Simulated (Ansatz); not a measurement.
```yaml
atoms:
  - { symbol: S, position_ang: [0.0000, 0.0000, 0.0000] }
  - { symbol: O, position_ang: [0.0000, 0.0000, 3.7000] }
```

Basis set: pcseg-2 (spherical functions). Charge 0, multiplicity 3.

Computed with Ansatz (development build ahead of 0.2.0); each method stands on the lowest determinant of its kind that the runs found. Restricted functionals stand beside restricted open-shell atoms, which can lie above the unrestricted atoms usual in DFT and then raise those values.

Give the atomization energy at this shape (free ground-state atoms in the same class of orbitals less the molecule, no zero-point energy) of triplet SO by PBE (unrestricted), PBE0 (restricted open-shell).

```json
{"method": "PBE (unrestricted)", "atomization energy": "-0.30 eV"}
{"method": "PBE0 (restricted open-shell)", "atomization energy": "-1.73 eV"}
```

Caution: charge can spread falsely over distant fragments; the shape is not the minimum. Caution for PBE (unrestricted): the unrestricted determinant is a mixture of spin states. Caution for PBE0 (restricted open-shell): stretched shape with no unrestricted run beside it, a lower state can exist; the molecule lies well above its atoms at this level.
